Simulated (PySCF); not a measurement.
A GIAO shielding run with PySCF (density fitting, non-relativistic, gas phase) on `CSc1csc2cc[nH]c12`, C7H7NS2:

```
$ OMP_NUM_THREADS=1 python probes_run.py task.json out

{"job": {"kind": "nmr", "xc": "PBE0", "basis": "pcSseg-1"}, "charge": 0, "multiplicity": 1}
C      3.352147    -0.264499     0.208680
S      1.843351    -1.093042    -0.355321
C      0.592947     0.047014     0.132852
C      0.751627     1.230968     0.783801
S     -0.742443     2.075330     1.088383
C     -1.631484     0.804421     0.321931
C     -2.948500     0.434009    -0.005406
C     -2.847122    -0.775794    -0.643947
N     -1.538921    -1.158710    -0.721688
C     -0.778153    -0.199484    -0.132826
H      3.450071     0.694441    -0.291542
H      3.320085    -0.142057     1.287168
H      4.174657    -0.916370    -0.068675
H      1.657879     1.691906     1.119132
H     -3.846400     0.979598     0.199650
H     -3.624864    -1.392229    -1.049795
H     -1.191875    -2.003471    -1.142797
```

Hardware: 1 thread of an Arm Neoverse N1, shared host. The job also computes population analyses, field gradients, ring-centre shieldings.

**Question.** How large is the calculation?

**Answer.** 88 electrons, 219 basis functions and 1173 auxiliary functions.

**Question.** How long does it take, and how much memory does it need?

**Answer.** 71 s of wall time, with 14 SCF cycles and 5 response iterations; peak memory 1 GiB. Times on a shared host scatter by some tens of per cent.
